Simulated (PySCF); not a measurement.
GaH3O3.

```xyz
7

Ga     0.0000     0.0000     0.0000
O     -1.6848    -0.5804     0.0000
H     -2.3302     0.1389     0.0000
O      0.3397     1.7493     0.0000
H      1.2854     1.9486     0.0000
O      1.3451    -1.1689     0.0000
H      1.0448    -2.0875     0.0000
```
Charge 0, spin multiplicity 1.

The structure is a stationary point at B3LYP-D3(BJ)/def2-SVP. The values are those of a single conformer.

The numbers are results of PySCF with PBE0/pcSseg-1, not measurements. Non-relativistic, no solvent.

Computed absolute GIAO shielding of each atom: isotropic value and principal components (ppm):
```
atom  σ(iso)     σ11     σ22     σ33   span
----  ------  ------  ------  ------  -----
Ga1   1473.0  1222.6  1598.2  1598.2  375.6
O2     304.4   261.8   316.1   335.4   73.6
H3      29.5    20.7    24.2    43.7   23.0
O4     304.4   261.8   316.1   335.4   73.6
H5      29.5    20.7    24.2    43.7   23.0
O6     304.4   261.8   316.1   335.4   73.6
H7      29.5    20.7    24.2    43.7   23.0
```
